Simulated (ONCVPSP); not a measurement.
**tungsten: one change to an ONCV potential, before and after**

tungsten, optimised norm-conserving Vanderbilt (ONCV), made with ONCVPSP 4.0.1 (PBE, scalar-relativistic). Core [Kr] 4d10 4f14, reference 5s2 5p6 5d4 (charge +2). Waves: 5s: rc 1.65 bohr, ncon 4, nbas 9, qcut 8.5 1/bohr, 2 projectors, debl 0.8 Ha; 5p: rc 1.60 bohr, ncon 4, nbas 8, qcut 10.1 1/bohr, 3 projectors, debl 3.5 Ha; 5d: rc 1.80 bohr, ncon 4, nbas 7, qcut 4.6 1/bohr, 2 projectors, debl 3.9 Ha. Local part: polynomial inside 1.50 bohr (lpopt 5, dvloc0 1 Ha). Core correction: none.

In the s channel the program set the typed energies aside and used -3.497, 0.250 Ha.

All-electron outer shells of the reference configuration (PBE, scalar-relativistic, ld1.x):

```json
{"shell": "5p", "level (eV)": "-59.30", "outermost node (bohr)": "0.57", "outermost maximum (bohr)": "1.09"}
{"shell": "4f", "level (eV)": "-49.29", "outermost node (bohr)": "–", "outermost maximum (bohr)": "0.43"}
{"shell": "5d", "level (eV)": "-19.88", "outermost node (bohr)": "0.63", "outermost maximum (bohr)": "1.47"}
```

Change: all radii scaled by about 1.12 (s 1.86, p 1.80, d 2.02 bohr); local potential polynomial inside 1.68 bohr (lpopt 5, dvloc0 1 Ha). In the s channel the program set the typed energies aside and used -3.497, 0.050 Ha.

Cutoffs: the cutoffs (Ha) at which the residual kinetic energy of the hardest occupied pseudo-wave falls to 1 and 0.1 mHa per electron; they do not see the model core or the augmentation charge, which bear on the density cutoff. Errors are all-electron minus pseudo energies relative to the spin-unpolarised reference configuration.

Problem. How do hardness, ghosts and transferability respond?

Solution. The potential gets softer (30 Ha and 49 Ha → 27 Ha and 40 Ha); a bound ghost appears in d, which as a rule spoils a file; of the 4 tests that both files solve, the error grows in 0 and shrinks in 2 by more than 15 % and 0.3 meV (median size 19.1 → 9.0 meV). A larger radius leaves more room for a smooth pseudo-wave, so fewer plane waves are needed.

| quantity | base | changed |
| --- | --- | --- |
| cutoff, loose | 30 Ha | 27 Ha |
| cutoff, tight | 49 Ha | 40 Ha |
| loose cutoff by channel | s 24 Ha, p 30 Ha, d 24 Ha | s 21 Ha, p 27 Ha, d 21 Ha |
| bound ghosts | none | d |
| GHOST(+) flags under 300 eV | none | none |
| error for 5s2 5p6 5d4 6s2, meV [ΔE -24.56 eV] | +28 | +25 |
| error for 5s2 5p6 5d4 6s1, meV [ΔE -15.68 eV] | +13 | +12 |
| error for 5s2 5p6 5d3, meV [ΔE 25.38 eV] | -5.2 | -4.1 |
| error for 5s2 5p6 5d2, meV [ΔE 62.59 eV] | -25 | -6.3 |

 A true bound ghost makes a file unfit for plane-wave use even where its test errors are small: the radial tests pick states by their node count and pass the ghost by.
